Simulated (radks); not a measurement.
The numbers below are computed, except where a source is named.
Ne+, 9 electrons, occupied as [He] 2s2 2p5. Code: a radial shooting solver on a logarithmic mesh with Libxc functionals. Model: scalar-relativistic Kohn-Sham, r2SCAN, spin-polarised, spherical densities, finite nucleus; open shells are filled with parallel spins first; meta-GGA in the generalised Kohn-Sham scheme; Fermi nuclear charge, rms radius 3.0055 fm.

Local quantities along the radius. ELF = 1/(1 + alpha^2) is the electron localisation function; alpha = (tau - tau_W)/tau_unif compares the Pauli kinetic energy density with that of the uniform gas (summed over spins). tau is taken from the large components.

| r (bohr) | ELF | alpha |
|---|---|---|
| 0.008437 | 1.000 | 0.005508 |
| 0.01031 | 1.000 | 0.005778 |
| 0.01269 | 1.000 | 0.006150 |
| 0.01562 | 1.000 | 0.006650 |
| 0.01923 | 1.000 | 0.007330 |
| 0.02368 | 1.000 | 0.008273 |
| 0.02916 | 1.000 | 0.009613 |
| 0.03561 | 1.000 | 0.01149 |
| 0.04384 | 1.000 | 0.01444 |
| 0.05398 | 1.000 | 0.01916 |
| 0.06646 | 0.999 | 0.02718 |
| 0.08183 | 0.998 | 0.04183 |
| 0.1007 | 0.995 | 0.07099 |
| 0.124 | 0.982 | 0.1348 |
| 0.1515 | 0.928 | 0.2785 |
| 0.1865 | 0.706 | 0.6453 |
| 0.2297 | 0.320 | 1.459 |
| 0.2828 | 0.153 | 2.351 |
| 0.3482 | 0.199 | 2.006 |
| 0.4286 | 0.453 | 1.100 |
| 0.5236 | 0.711 | 0.6370 |
| 0.6446 | 0.829 | 0.4547 |
| 0.7936 | 0.861 | 0.4024 |
| 0.9771 | 0.848 | 0.4237 |
| 1.203 | 0.786 | 0.5221 |
| 1.481 | 0.638 | 0.7528 |
| 1.809 | 0.389 | 1.253 |
| 2.228 | 0.134 | 2.545 |
| 2.743 | 0.025 | 6.257 |
| 3.377 | 0.003 | 18.98 |

On this mesh the ELF has minima near r = 0.31 bohr, which separate the shells, and maxima near 0.79 (0.86).

Self-consistent cycle (total energy in hartree, residual of the potential): 1: -127.784045, 2e+00; 2: -128.096704, 1e+00; 3: -128.253515, 2e-01; 4: -128.254716, 9e-02; 5: -128.256317, 7e-03; 6: -128.256329, 2e-03; 7: -128.256331, 3e-04; 8: -128.256331, 1e-04; 9: -128.256331, 4e-05; 10: -128.256331, 3e-05; 11: -128.256331, 5e-06; 12: -128.256331, 7e-06; 13: -128.256331, 5e-06; 14: -128.256331, 2e-06; 15: -128.256331, 2e-06; 16: -128.256331, 1e-07.
